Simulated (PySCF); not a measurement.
Species: C₈H₈O₂.
Numbering: `[O:1]=[CH:2][c:3]1[cH:4][cH:5][c:6]([CH2:7][OH:8])[cH:9][cH:10]1` (hydrogens: H11 on C2; H12 on C4; H13 on C5; H14, H15 on C7; H16 on O8; H17 on C9; H18 on C10)

Cartesian coordinates in Å at the PBE0-D3(BJ)/def2-SVP level; atoms count from 1:
```
atom  x, y, z in Å
O1     3.1915   -2.4529    0.5218
C2     2.6551   -1.5121    1.0513
C3     1.4588   -0.8226    0.5254
C4     0.8698   -1.2524   -0.6712
C5    -0.2563   -0.6077   -1.1607
C6    -0.8116    0.4801   -0.4710
C7    -2.0160    1.2033   -1.0228
O8    -2.7533    1.9015   -0.0629
C9    -0.2213    0.9069    0.7225
C10    0.9057    0.2581    1.2175
H11    3.0496   -1.0880    2.0112
H12    1.3162   -2.1031   -1.1915
H13   -0.7213   -0.9516   -2.0894
H14   -2.6397    0.4869   -1.5934
H15   -1.6724    1.9561   -1.7534
H16   -3.0871    1.2631    0.5772
H17   -0.6612    1.7539    1.2531
H18    1.3678    0.5927    2.1514
```

Computed, not measured: TDDFT CAM-B3LYP/def2-SVPD, vertical, gas phase, core orbitals frozen in the response in PySCF 2.14.0, density-fitted response routines.

Transition dipole moments from the ground state, in atomic units and in the frame of the coordinates above (overall signs are arbitrary), for the states with f of 0.002 or more among the lowest 5:

| state | E (hartree) | μx | μy | μz |
| --- | --- | --- | --- | --- |
| S2 | 0.1833 | -0.022 | -0.201 | -0.244 |
| S3 | 0.1922 | 1.319 | -0.773 | 0.543 |
| S4 | 0.2337 | 0.377 | -0.896 | -0.704 |
| S5 | 0.2417 | -0.192 | -0.052 | -0.143 |

What oscillator strength does each state have?

f = (2/3) ΔE |μ|² with ΔE in hartree (27.2114 eV).

| state | \|μ\|² (au) | \|μ\| (D) | f |
| --- | --- | --- | --- |
| S2 | 0.101 | 0.81 | 0.012 |
| S3 | 2.632 | 4.12 | 0.337 |
| S4 | 1.440 | 3.05 | 0.224 |
| S5 | 0.060 | 0.62 | 0.010 |

Which bond between heavy atoms lies closest to the direction of the S3 transition dipole?

C4–C5, C2–C3, C9–C10 and C6–C7, at 1° from it; next O1–C2 at 54°.

What angle do the transition dipoles of S2 and S4 make?

|cos θ| = |μa·μb| / (|μa| |μb|) = 0.90, so θ ≈ 25° (taken between 0 and 90°, since the signs are arbitrary).

What peak molar absorption coefficient would the strongest computed level give as a lone Gaussian band 0.3 eV wide at half height?

ε(max) = 2.175×10⁸ f / FWHM, with the width in cm⁻¹. S3: 2.175×10⁸ × 0.3374 / 2420 ≈ 30000 L mol⁻¹ cm⁻¹.

One conformer stands for the species.
